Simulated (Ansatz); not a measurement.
Consider the formal exchange of groups at a C–B bond: `CCOB(C)F` + `C=CS` → `C/C=C/S` + `CCOBF`.

Isolated molecules relaxed with PBE0-D4/def2-TZVP in Ansatz; ΔE leaves out vibrations. CCSD(T)/CBS adds triple-zeta CCSD(T) − MP2 to the extrapolated MP2 energy (def2 sets, frozen cores). This one scheme is used for every species. Functionals use def2-TZVPP. B3LYP here is the variant with VWN-RPA as its local correlation; programs differ in this. One conformer a species, not always the lowest.

Task: Is it downhill or uphill in electronic energy at CCSD(T)/CBS, and by how much? (Estimate.)

Result: Computed: Uphill: ΔE = +0.44 eV.

Task: What do these levels give: PBE0-D4, B3LYP-D4, B3LYP, MP2/def2-TZVPP, MP2/def2-QZVPP, HF/CBS(def2)? (Estimate.)

Result: Ansatz gave: PBE0-D4 0.43, B3LYP-D4 0.43, B3LYP 0.42, MP2/def2-TZVPP 0.40, MP2/def2-QZVPP 0.40, HF/CBS(def2) 0.42 eV.

Largest T1 diagnostic among the species: 0.012.
